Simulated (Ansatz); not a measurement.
Cost and result up the ladder for GaCl2(NH2) (GaNCl2H2) (6 atoms). Total charge 0; singlet. Geometry: PBE0-D4/def2-SVP.

```xyz
6

Ga    0.661    0.230    0.159
Cl    1.026    2.296    0.545
Cl    2.292   -1.142    0.252
N    -0.984   -0.342   -0.244
H    -1.207   -1.312   -0.424
H    -1.789    0.269   -0.288
```

Ansatz on 4 threads of Arm Neoverse V1 on a shared host. Times are rough, and most runs start from the orbitals of an earlier one. ωB97M-V/def2-TZVP serves as the yardstick here, not as an exact answer. Differences are given only for rows in sets of like size (and for xTB, whose basis is part of the method), since another set adds its own error. Binding counts from free atoms at the same level (Ga doublet, Cl doublet, N quartet, H doublet; other spins of the atoms weren't run), without zero-point energy or a counterpoise term.

Correlated methods freeze 20 core orbitals; core or outer-core shells of Ga are correlated, in sets that lack core-valence functions.

Correlated methods converge slowly with the basis.

```json
{"level": "PBE-D4/def2-SVP", "functions": "92", "wall time": "0.7 s", "binding energy per atom (eV)": "3.21", "difference from ωB97M-V/def2-TZVP (eV)": "–"}
{"level": "LDA (SPW92)/def2-TZVP", "functions": "165", "wall time": "0.75 s", "binding energy per atom (eV)": "3.64", "difference from ωB97M-V/def2-TZVP (eV)": "0.48"}
{"level": "PBE0-D4/def2-SVP", "functions": "92", "wall time": "0.95 s", "binding energy per atom (eV)": "3.15", "difference from ωB97M-V/def2-TZVP (eV)": "–"}
{"level": "MP2/def2-TZVP", "functions": "165", "wall time": "1.4 s", "binding energy per atom (eV)": "3.15", "difference from ωB97M-V/def2-TZVP (eV)": "-0.01"}
{"level": "PBE-D4/def2-TZVP (with forces)", "functions": "165", "wall time": "1.5 s", "binding energy per atom (eV)": "3.21", "difference from ωB97M-V/def2-TZVP (eV)": "0.04"}
{"level": "PBE0-D4/def2-TZVP", "functions": "165", "wall time": "2 s", "binding energy per atom (eV)": "3.15", "difference from ωB97M-V/def2-TZVP (eV)": "-0.01"}
{"level": "CAM-B3LYP-D4/def2-TZVP", "functions": "165", "wall time": "2.1 s", "binding energy per atom (eV)": "3.14", "difference from ωB97M-V/def2-TZVP (eV)": "-0.03"}
{"level": "r2SCAN-D4/def2-TZVP", "functions": "165", "wall time": "3 s", "binding energy per atom (eV)": "3.17", "difference from ωB97M-V/def2-TZVP (eV)": "0.01"}
{"level": "r2SCANh-D4/def2-TZVP", "functions": "165", "wall time": "3.6 s", "binding energy per atom (eV)": "3.15", "difference from ωB97M-V/def2-TZVP (eV)": "-0.02"}
{"level": "B97M-V/def2-TZVP", "functions": "165", "wall time": "4.8 s", "binding energy per atom (eV)": "3.18", "difference from ωB97M-V/def2-TZVP (eV)": "0.01"}
{"level": "ωB97X-V/def2-TZVP", "functions": "165", "wall time": "4.9 s", "binding energy per atom (eV)": "3.19", "difference from ωB97M-V/def2-TZVP (eV)": "0.02"}
{"level": "ωB97M-V/def2-TZVP", "functions": "165", "wall time": "6 s", "binding energy per atom (eV)": "3.16", "difference from ωB97M-V/def2-TZVP (eV)": "0.00"}
{"level": "CCSD(T)/def2-TZVPP", "functions": "191", "wall time": "50 s", "binding energy per atom (eV)": "3.09", "difference from ωB97M-V/def2-TZVP (eV)": "-0.08"}
```
